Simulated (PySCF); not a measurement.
# Ti⁻ (titanium, charge -1) across methods

[Ar] 3d3 4s2, high-spin 4F determinant. Computed with PySCF 2.14 in x2c-QZVPPall with one added diffuse shell each of s, p, d, f, g type (12s8p6d4f3g, 121 functions), with scalar relativity by spin-free X2C-1e.

```json
{"method": "PBE", "E (hartree)": "-853.531", "mean ε 4s α (eV)": "0.295", "mean ε 4s β (eV)": "0.925", "mean ε 3d α (eV)": "1.890", "Σ⟨r²⟩ (bohr²)": "89.05", "⟨S²⟩": "3.779"}
{"method": "PBEsol", "E (hartree)": "-852.554", "mean ε 4s α (eV)": "0.267", "mean ε 4s β (eV)": "0.935", "mean ε 3d α (eV)": "1.906", "Σ⟨r²⟩ (bohr²)": "88.49", "⟨S²⟩": "3.786"}
{"method": "PBE0", "E (hartree)": "-853.546", "mean ε 4s α (eV)": "-0.080", "mean ε 4s β (eV)": "0.599", "mean ε 3d α (eV)": "0.902", "Σ⟨r²⟩ (bohr²)": "87.69", "⟨S²⟩": "3.792"}
{"method": "LDA", "E (hartree)": "-851.671", "mean ε 4s α (eV)": "0.174", "mean ε 4s β (eV)": "0.834", "mean ε 3d α (eV)": "1.868", "Σ⟨r²⟩ (bohr²)": "87.87", "⟨S²⟩": "3.783"}
{"method": "LC-wPBE", "E (hartree)": "-853.563", "mean ε 4s α (eV)": "-1.554", "mean ε 4s β (eV)": "-0.561", "mean ε 3d α (eV)": "-1.633", "Σ⟨r²⟩ (bohr²)": "88.00", "⟨S²⟩": "3.818"}
{"method": "M06", "E (hartree)": "-853.703", "mean ε 4s α (eV)": "0.268", "mean ε 4s β (eV)": "0.177", "mean ε 3d α (eV)": "1.169", "Σ⟨r²⟩ (bohr²)": "84.36", "⟨S²⟩": "3.754"}
{"method": "r2SCAN", "E (hartree)": "-853.716", "mean ε 4s α (eV)": "0.043", "mean ε 4s β (eV)": "0.871", "mean ε 3d α (eV)": "1.593", "Σ⟨r²⟩ (bohr²)": "92.29", "⟨S²⟩": "3.898"}
```

Task: Estimate the same row for UHF.

Result: E (hartree) = -852.72616; mean ε 4s α (eV) = -1.774; mean ε 4s β (eV) = 0.183; mean ε 3d α (eV) = -3.518; Σ⟨r²⟩ (bohr²) = 120.1; ⟨S²⟩ = 4.142.

⟨S²⟩ = 3.82 against 3.75 shows spin contamination.

The highest occupied level is positive at PBE, PBEsol, PBE0, UHF, LDA, M06, r2SCAN: only the finite basis holds that electron, at UHF too, so the state is unbound at these levels.
